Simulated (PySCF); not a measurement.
**Ir: excitation energy**

Ir [Xe] 4f14 5d7 6s2 (4F) → Ir [Xe] 4f14 5d6 6s2 6p1 (high-spin determinant), as a difference of total energies. Calculation: PySCF 2.14, in x2c-TZVPPall (11s7p7d3f1g, 97 functions); the spin-free X2C one-electron Hamiltonian (Gaussian nucleus). Correlated levels: valence and next inner shell: [Kr] 4d10 4f14 frozen. The calculations carry no spin-orbit coupling.

```tsv
method	excitation energy (cm⁻¹)
UHF	34542
MP2 (valence and next inner shell)	42542
SCS-MP2 (valence and next inner shell)	43312
CCSD (valence and next inner shell)	40750
CCSD(T) (valence and next inner shell)	39934
```

A first-order spin-orbit estimate (lowest level to lowest level, LS coupling) adds 0.482 eV.

The basis was made for the ground configuration and has no added diffuse functions, so the excitation energy can come out too high.

The coupled-cluster amplitudes are large for the upper state (T1 above 0.03 or a double amplitude above 0.15), so a single reference is strained.

The determinant of the upper state mixes LS terms, which raises its energy above the lowest term, most at the Hartree-Fock and MP2 levels.
